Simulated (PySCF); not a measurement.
# Ions at one geometry of TlF3(NH3)

PySCF 2.14.0, RKS PBE0, Tl def2-SVP with ECP60, F def2-SVP, N def2-SVP, H def2-SVP; non-relativistic Hamiltonian with scalar-relativistic core potentials where named; density fitting; no spin-orbit coupling; singlets restricted, open shells unrestricted. The geometry is relaxed for charge 0, singlet, vacuum:

```xyz
8

Tl    0.0594   -0.0594    0.0594
F     0.9140    1.4756    1.0863
F    -1.4756   -1.0863    0.9140
F     1.0863   -0.9140   -1.4756
N    -1.3284    1.3284   -1.3284
H    -1.5434    2.2064   -0.8551
H    -0.8551    1.5434   -2.2064
H    -2.2064    0.8551   -1.5434
```

Energies count from the relaxed state; an electron taken off or put on is at rest in vacuum. Charges and spins are Mulliken's.

```tsv
state	energy (eV)	spin squared	charge on Tl1 (e)	spin on Tl1 (e)	dipole about the centre of mass (D)
charge 0, singlet, vacuum	0.00	0.00	1.01	0.00	5.76
charge +1, doublet, vacuum	11.78	0.79	1.23	-0.07	5.76
```

What does the state charge -1, doublet, vacuum give?

energy (eV) -0.72, spin squared 0.75, charge on Tl1 (e) 0.44, spin on Tl1 (e) 0.60, dipole about the centre of mass (D) 5.51.

With an electron taken off (doublet) the charges change, summed by element, by Tl +0.22 e, F +0.66 e, N +0.01 e, H +0.11 e. The vertical ionisation energy is 11.78 eV, against −ε(HOMO) = 9.48 eV of the relaxed state. The level lies 2.3 eV too high, as is usual for semilocal functionals and global hybrids, which keep a self-interaction error.

With an electron put on (doublet) the charges change, summed by element, by Tl -0.58 e, F -0.28 e, N +0.06 e, H -0.21 e. The vertical electron affinity is 0.72 eV, against −ε(LUMO) = 2.97 eV of the relaxed state. The basis has no diffuse functions, which an added electron needs. The added electron's level lies above zero.

Open shells may have lower solutions than those found.
